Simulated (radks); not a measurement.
Gd62+, 2 electrons, occupied as [He].

Calculated with a radial shooting solver on a logarithmic mesh with Libxc functionals: Dirac Kohn-Sham, LB94 model potential, spin-unpolarised, spherical densities, finite nucleus; Fermi nuclear charge, rms radius 5.1569 fm.

Energy parts (Ry):
| part | energy |
|---|---|
| kinetic | 9719.0240 |
| electron-nucleus | -18412.4998 |
| Hartree | 173.7881 |
(The LB94 potential has no energy functional, so no total or exchange-correlation energy is given.)

Orbitals (lengths in bohr, moments of r in powers of bohr; r(max) is where P^2 peaks; r(90%) holds 90 % of the orbital's charge):
orbital  occ.  eigenvalue (Ry)  r(90%)   r(max)
1s1/2       2        -4249.117  0.0394  0.01389
2s1/2       0        -1067.775   0.135  0.07601
2p1/2       0        -1061.802   0.117  0.05649
2p3/2       0        -1000.718   0.125  0.06182

The highest occupied level is 1s1/2 at -57812 eV. For comparison, the ionisation energy in NIST's Atomic Spectra Database is 57783.9 eV (theoretical). In exact Kohn-Sham theory the highest level is minus the ionisation energy, but local and semilocal functionals leave it too shallow, through self-interaction and a potential that decays too fast; potentials with the right tail come closer. The electron density at the nucleus is 5.382e+05 e/bohr^3.
